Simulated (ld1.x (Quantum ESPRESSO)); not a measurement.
**Building the PAW potential for Ir (BP86, scalar-relativistic).**

ld1.x (Quantum ESPRESSO) 7.5 input, shortened:

```
&input
   title='Ir', zed=77., rel=1, dft='BP', iswitch=3,
   config='[Xe] 4f14 5d8 6s1 6p0'
 /
 &inputp
   pseudotype=3, lpaw=.true., tm=.true., lloc=-1, rcloc=1.50,
   nlcc=.true., new_core_ps=.true.,
   which_augfun='BESSEL', rmatch_augfun=1.45
 /
6
5S  1  0   2.00   0.00  1.25  1.40  0.0
6S  2  0   1.00   0.00  1.25  1.40  0.0
5P  2  1   6.00   0.00  1.50  1.70  0.0
6P  3  1   0.00   0.00  1.50  1.70  0.0
5D  3  2   8.00   0.00  1.25  1.60  0.0
5D  3  2   0.00   2.90  1.25  1.60  0.0
 &test
   configts(1)='5s2 5p6 5d8 6s1 6p0'
 /
```

Q: Does the generator finish with these settings?

A: Yes, a potential is produced and its reference levels are reproduced.

Q: Is the overlap operator S = 1 + Σ q|β⟩⟨β| positive definite (Bessel basis up to 400 Ry)?

A: No: its lowest eigenvalue is -0.012, in the p channel, so the generalised eigenproblem breaks down once the basis is large enough.

Q: Tests: 5s2 5p6 5d7 6s2 6p0; 5s2 5p6 5d7 6s1 6p0; 5s2 5p6 5d7 6s0 6p0; 5s2 5p6 5d7.5 6s1.5 6p0; 5s2 5p6 5d7 6s0 6p1; 5s2 5p5 5d7 6s2 6p0; 5s2 5p6 5d7 6s1 6p1. Which has the largest error in its energy relative to the reference configuration, and how large is it?

A: 5s2 5p5 5d7 6s2 6p0, with -97 meV (all-electron minus pseudo) on +61.39 eV.

The ghost test of this file was not conclusive. Its overlap operator is not positive definite in a basis up to 400 Ry (lowest eigenvalue p -0.01), so the file is unfit for use: the generalised eigenproblem breaks down once the basis is large enough, and its test numbers describe a broken file.
